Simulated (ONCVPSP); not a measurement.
## Pseudopotential generation for manganese (Mn): ONCV, LDA (Perdew-Zunger), scalar-relativistic.

ONCVPSP 4.0.1 input, shortened (lines: element, Z, core and valence counts, functional; n l f; lmax; l rc ep ncon nbas qcut; lloc lpopt rc5 dvloc0; l nproj debl; icmod fcfact rcfact), LDA (Perdew-Zunger), scalar-relativistic:

```
  Mn 25.00    3    5        3      upf
    1    0    2.00
    2    0    2.00
    2    1    6.00
    3    0    2.00
    3    1    6.00
    3    2    5.00
    4    0    1.75
    4    1    0.25
    2
    0    1.65    0.00    5    8    8.40
    1    1.40    0.00    4    8    8.20
    2    1.55    0.00    4    9    8.80
    4    5    1.15    4.00
    0    2    0.80
    1    2    2.20
    2    3    1.70
    0    0.00    0.00
```

All-electron outer shells of the reference configuration (LDA (Perdew-Zunger), scalar-relativistic, ld1.x):

```tsv
shell	level (eV)	outermost node (bohr)	outermost maximum (bohr)
2s	-742.62	0.08	0.23
2p	-630.19	–	0.19
3s	-85.83	0.34	0.74
3p	-54.91	0.31	0.75
3d	-7.42	–	0.75
4s	-5.56	1.05	2.47
4p	-1.70	1.16	3.34
```

(1) Estimate the cutoffs (Ha) at which the residual kinetic energy of the hardest occupied pseudo-wave falls to 1 and 0.1 mHa per electron.

(2) What does a ghost test show?

(3) Which valence shell sets the plane-wave cutoff?

(4) Tests: 3s2 3p6 3d5 4s2 4p0; 3s2 3p6 3d5 4s1 4p0; 3s2 3p6 3d5 4s0 4p0; 3s2 3p5 3d5 4s2 4p0. Which has the largest error in its energy relative to the reference configuration, and how large is it?

Answers

(1) 34 Ha and 40 Ha.

(2) No bound ghost flagged; no localised positive-energy state flagged.

(3) 3d: 34 Ha for 1 mHa per electron, against 27 Ha for 3p.

(4) 3s2 3p5 3d5 4s2 4p0, with -101 meV (all-electron minus pseudo) on +60.94 eV.
